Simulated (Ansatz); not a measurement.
AlH6OPSi, SMILES `[OH][AlH][SiH2]P`. The species carries charge 0 and has multiplicity 1. The geometry is a stationary point of PBE0-D4/def2-TZVP. It is one conformer, not always the lowest.

```xyz
10

O     2.061    0.156   -1.467
Al    1.455    0.031    0.115
Si   -0.733   -1.017    0.327
P    -2.372    0.561    0.248
H     2.874    0.609   -1.686
H     2.263    0.696    1.312
H    -1.052   -1.993   -0.752
H    -0.922   -1.715    1.632
H    -1.842    1.227   -0.891
H    -1.732    1.444    1.162
```

Task: What is the dipole moment at PBE/def2-TZVPP? (Estimate.)

Result: Computed: 1.71 D, with components (1.57, 0.67, 0.06) D in this frame, pointing from negative to positive charge.

Task: And with r2SCAN, B3LYP, ωB97M-V? (Best estimate.)

Result: Ansatz gave: r2SCAN 1.82 D, B3LYP 1.80 D, ωB97M-V 1.90 D.

Task: Give the Mulliken charges with PBE, r2SCAN, B3LYP in def2-TZVPP. (An estimate is asked.)

Result: Computed: 
| atom | PBE | r2SCAN | B3LYP |
| --- | --- | --- | --- |
| O1 | -0.37 | -0.44 | -0.41 |
| Al2 | 0.43 | 0.56 | 0.49 |
| Si3 | 0.04 | 0.08 | 0.10 |
| P4 | -0.16 | -0.13 | -0.14 |
| H5 | 0.17 | 0.19 | 0.17 |
| H6 | -0.13 | -0.17 | -0.15 |
| H7 | -0.04 | -0.07 | -0.06 |
| H8 | -0.05 | -0.07 | -0.06 |
| H9 | 0.05 | 0.03 | 0.03 |
| H10 | 0.05 | 0.02 | 0.03 |

B3LYP here is the variant with VWN-RPA as its local correlation; programs differ in this.
